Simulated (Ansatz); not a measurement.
Input file for CH6OSSi2, SMILES `O[SiH]1[SiH2]CS1`:

```yaml
crystal:
  periodic: [false, false, false]
  atoms:
    - {symbol: O, position_ang: [-1.860392, 1.333819, 1.383954]}
    - {symbol: Si, position_ang: [-0.326173, 0.890026, 0.994587]}
    - {symbol: Si, position_ang: [0.181674, -1.210286, 0.129115]}
    - {symbol: C, position_ang: [1.002161, -0.228108, -1.276986]}
    - {symbol: S, position_ang: [0.298352, 1.447050, -0.994676]}
    - {symbol: H, position_ang: [-2.545087, 1.095195, 0.755434]}
    - {symbol: H, position_ang: [0.481308, 1.488789, 2.084681]}
    - {symbol: H, position_ang: [-1.039673, -1.898670, -0.377332]}
    - {symbol: H, position_ang: [1.045083, -2.224606, 0.797885]}
    - {symbol: H, position_ang: [0.739474, -0.564754, -2.280549]}
    - {symbol: H, position_ang: [2.088574, -0.185356, -1.195513]}
basis:
  gaussian: {orbitals: def2-TZVPP}
correlation: {method: ccsd_t}
```

```sh
$ ansatz run in.yaml --threads 4 --pin off --events-out ev --progress --plain --max-ram 10444MiB
```

The program prints (abridged):

```
Functional definition: HF
1580 factors; integrals over basis functions are off by at most 1.2e-3 eV
mean field evaluation 1: about -29704.3497 eV, gradient 4.0e1 eV
mean field evaluation 2: about -29704.7428 eV, gradient 4.0e1 eV
mean field evaluation 4: about -29708.4375 eV, gradient 4.1e0 eV
mean field evaluation 8: about -29708.5186 eV, gradient 2.9e-1 eV
mean field -29708.51904221 eV, -1091.7679376436 hartree, gradient 8.6e-6 eV, S^2 0.000000; 0 other end points of the search recorded, 0 dependent functions left out
17 core orbitals not correlated: weight in the atoms' cores, before any rotation towards them, 1.000 or more for the frozen orbitals, at most 0.000 for the correlated occupied ones
reference -29708.51904221 eV, -1091.7679376436 hartree; 15, 15 occupied and 240, 240 virtual orbitals, 1580 factors
second order -22.41075867 eV of doubles, -0.00000000 eV of singles
cycle   1  -23.10995596 eV  change   -7.0e-1 eV  update   1.1e-1
cycle   2  -23.71949448 eV  change   -6.1e-1 eV  update   3.3e-2
cycle   3  -23.84198787 eV  change   -1.2e-1 eV  update   1.7e-2
cycle   4  -23.83113618 eV  change    1.1e-2 eV  update   4.3e-3
cycle   5  -23.82896684 eV  change    2.2e-3 eV  update   2.1e-3
cycle   6  -23.82940274 eV  change   -4.4e-4 eV  update   7.1e-4
cycle   7  -23.82904730 eV  change    3.6e-4 eV  update   2.9e-4
cycle   8  -23.82901169 eV  change    3.6e-5 eV  update   1.1e-4
cycle   9  -23.82906866 eV  change   -5.7e-5 eV  update   4.5e-5
cycle  10  -23.82906108 eV  change    7.6e-6 eV  update   1.7e-5
perturbative correction -1.03810190 eV, -0.0381495413 hartree
Total energy: -29733.38620519 eV, -1092.6817890277 hartree
```

It took 2.8 min on 4 threads of an Arm Neoverse V1 on a shared host, with 6.6 GiB of host memory at the peak.

The correlation energy is -24.867 eV, 4.2 % of it from (T); the T1 diagnostic reads 0.0131.
